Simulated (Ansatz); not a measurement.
Species: C₃H₇O, SMILES `C[C](C)O` (C–C–O–H torsion 175°) (charge 0, multiplicity 2).

**Question.** Give a relaxed geometry from Ansatz (a program for electronic structure) with B3LYP-D3(BJ)/def2-TZVP.

**Answer.** One answer among several that fit: the end point of this relaxation, one of several conformers (outside a Z-matrix the atoms follow the SMILES, hydrogens last).
Cartesian coordinates (Å) in one orientation:
```xyz
11

C      1.412     0.063    -0.038
C     -0.031     0.293    -0.296
C     -1.055    -0.720     0.082
O     -0.384     1.621    -0.149
H      1.709    -0.932    -0.370
H      2.022     0.802    -0.562
H      1.656     0.142     1.034
H     -0.742    -1.719    -0.223
H     -1.229    -0.745     1.171
H     -2.020    -0.516    -0.394
H     -1.338     1.711    -0.254
```
